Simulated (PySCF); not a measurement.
Trend along group 5: MH molecules

PBE0 with triple-zeta basis sets in PySCF, for the lowest determinant that a PBE0 search found; no spin–orbit coupling. De refers to high-spin ground-configuration atoms. A positive dipole means M(−)H(+).

```json
{"M": "V", "basis": "x2c-TZVPPall", "state (unpaired electrons)": "quintet (σ ↑, π ↑↑, δ ↑)", "Re (Å)": "1.680", "ωe (cm⁻¹)": "1660", "De (eV)": "n/a", "μ (D)": "-2.66"}
{"M": "Nb", "basis": "def2-TZVPP", "state (unpaired electrons)": "quintet (σ ↑, π ↑↑, δ ↑)", "Re (Å)": "1.764", "ωe (cm⁻¹)": "1721", "De (eV)": "2.67", "μ (D)": "-2.40"}
{"M": "Ta", "basis": "x2c-TZVPPall", "state (unpaired electrons)": "quintet (σ ↑, π ↑↑, δ ↑)", "Re (Å)": "1.739", "ωe (cm⁻¹)": "1832", "De (eV)": "n/a", "μ (D)": "-1.89"}
```

The shortest bond is that of VH (1.680 Å), the longest that of NbH (1.764 Å).

The rows differ in basis set, which adds steps of its own.

Down a group the atoms grow and get heavier, so bonds lengthen and wavenumbers fall; the exceptions here are the shorter bond at Ta and the higher wavenumber at Nb, Ta. Relativity and the filled 4f shell contract the atoms of the sixth period.

De is left out where the level can put another filling of the metal’s s and d shells below the measured ground configuration, by anything from nothing to about 1 eV. The metal atom is held in its measured ground configuration; semilocal functionals can put another filling of s and d lower by some tenths of an eV, and De to that atom would be smaller. Spin–orbit coupling is left out, which matters for elements this heavy, above all for dissociation energies. The state is the lowest single determinant that the PBE0 search found; with open d or f shells the true ground state can be another one.
